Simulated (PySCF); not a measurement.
# One molecule, several mistakes: AlBFH3N anion

These are calculations, not measurements. The program is PySCF 2.14.0, an open-source quantum chemistry code, run on an isolated molecule that a program drew, which may never have been made. The molecule is AlBFH3N anion (charge -1, singlet), drawn as the SMILES string `[NH]=[Al][BH2-]F`.

Each row is a Hartree-Fock (HF) and frozen-core CCSD(T) single point in the aug-cc-pV(D+d)Z basis, meant for a local HF minimum. Run 1 is clean. Each other run has one planted mistake out of seven kinds, and not every kind appears here: one electron removed, one electron added, multiplicity raised by two, geometry at a saddle point, minimal basis STO-3G, one bond length entered in bohr, all coordinates scaled. The reference is restricted for singlets and unrestricted otherwise, and also for a bond in bohr. Adding or removing an electron swaps singlet and doublet. Electrons count all cores. HOMO and LUMO are orbital energies over both spins, the gradient is its largest component, and the lowest frequency (negative if imaginary) is given only where the gradient is small. Bond lengths are over the 6 bonds as drawn. T1 is the CCSD diagnostic: over 0.02 (restricted) or 0.045 (unrestricted) a single reference is doubtful.

Geometry of the clean run:
```xyz
7
AlBFH3N anion, angstrom
N     0.6643   -0.8094   -2.1296
Al    0.6917   -0.8187   -0.4841
B     0.6988   -0.9621    1.8087
F     1.0251    0.3189    2.3655
H     0.6514   -0.7821   -3.1197
H    -0.4355   -1.3186    2.0978
H     1.5468   -1.8075    2.0608
```

| run | electrons | basis functions | <S^2> | HOMO (eV) | LUMO (eV) | gradient (hartree/bohr) | lowest frequency (cm^-1) | mean bond (Å) | longest bond (Å) | T1 | HF (hartree) | CCSD(T) (hartree) | mistake |
|---|---|---|---|---|---|---|---|---|---|---|---|---|---|
| 1 | 38 | 128 | 0.000 | -4.35 | 3.30 | 1.9e-05 | 104 | 1.4692 | 2.297 | 0.0193 | -422.28927 | -422.90777 | no fault |
| 2 | 38 | 128 | 2.285 | -0.41 | 3.18 | 6.4e-02 | - | 1.4692 | 2.297 | 0.0419 | -422.16633 | -422.76922 | multiplicity raised by two |
| 3 | 38 | 27 | 0.000 | 1.59 | 16.00 | 1.4e-01 | - | 1.4692 | 2.297 | 0.0278 | -416.70415 | -416.90311 | minimal basis STO-3G |
| 4 | 38 | 128 | 0.000 | -4.28 | 3.29 | 1.2e-02 | - | 1.4531 | 2.272 | 0.0190 | -422.28847 | -422.90504 | all coordinates scaled |
| 5 | 37 | 128 | 0.811 | -9.17 | -2.22 | 8.3e-02 | - | 1.4692 | 2.297 | 0.0370 | -422.17019 | -422.76195 | ? |

**Which mistake was planted in run 5, and what did it cost?**

It counts 37 electrons, one fewer than the clean run, at the same geometry and basis. So the mistake is: one electron removed. Subtracting run 1 and multiplying by 627.51 kcal/mol a hartree, the energy moved by 74.7 kcal/mol in HF and 91.5 kcal/mol in CCSD(T).

Cautions from the logs. Run 3: T1 is over the limit, so its CCSD(T) energy is less reliable and the HOMO is above zero, so the electron isn't bound and the energy depends on the basis.
